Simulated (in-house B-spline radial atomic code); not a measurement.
Radial electron density of As, [Ar] 3d10 4s1 4p3 4f1. Computed with a B-spline radial code for spherical atoms: non-relativistic r2SCAN, spin-polarised, spherical fractional occupations, point nucleus, inside a hard spherical wall at 1.37 bohr.

Columns: r (bohr), 4πr²n(r) (electrons per bohr), bar.

```
 0.00191    1.001 #
 0.00226     1.37 #
 0.00266    1.848 ##
 0.00313    2.481 ##
 0.00369    3.324 ###
 0.00435    4.422 ####
 0.00513    5.842 #####
 0.00605    7.647 #######
 0.00713    9.892 #########
  0.0084    12.63 ############
  0.0099     15.9 ###############
  0.0117    19.73 ##################
  0.0138    23.93 ######################
  0.0162    28.19 ##########################
  0.0191    32.47 ##############################
  0.0225    36.21 #################################
  0.0265    38.96 ####################################
  0.0313    40.33 #####################################
  0.0369    40.06 #####################################
  0.0435    38.37 ###################################
  0.0512    35.96 #################################
  0.0604    33.94 ###############################
  0.0711    33.61 ###############################
  0.0838    35.75 #################################
  0.0988    40.13 #####################################
   0.116    45.01 #########################################
   0.137    48.14 ############################################
   0.162    47.04 ###########################################
   0.191    41.43 ######################################
   0.225    33.67 ###############################
   0.265    27.68 #########################
   0.312    26.52 ########################
   0.368    29.99 ###########################
   0.434    34.29 ###############################
   0.511    35.06 ################################
   0.602    31.32 #############################
    0.71    26.07 ########################
   0.837    22.71 #####################
   0.986    18.78 #################
    1.16    8.657 ########
    1.36  0.02371
```

On this grid the curve has 3 maxima, near 0.0313, 0.137, 0.511 bohr.

The 4p up radial function P(r) = rR(r), positive near the nucleus:

```csv
r (bohr),P
0.00191,0.001409
0.00266,0.002699
0.00369,0.005107
0.00513,0.009638
0.00713,0.01801
0.0099,0.03317
0.0138,0.06043
0.0191,0.106
0.0265,0.1805
0.0369,0.2941
0.0512,0.4447
0.0711,0.6085
0.0988,0.711
0.137,0.6238
0.191,0.2146
0.265,-0.4645
0.368,-1.043
0.511,-0.8885
0.71,0.2675
0.986,1.373
1.36,0.06025
```
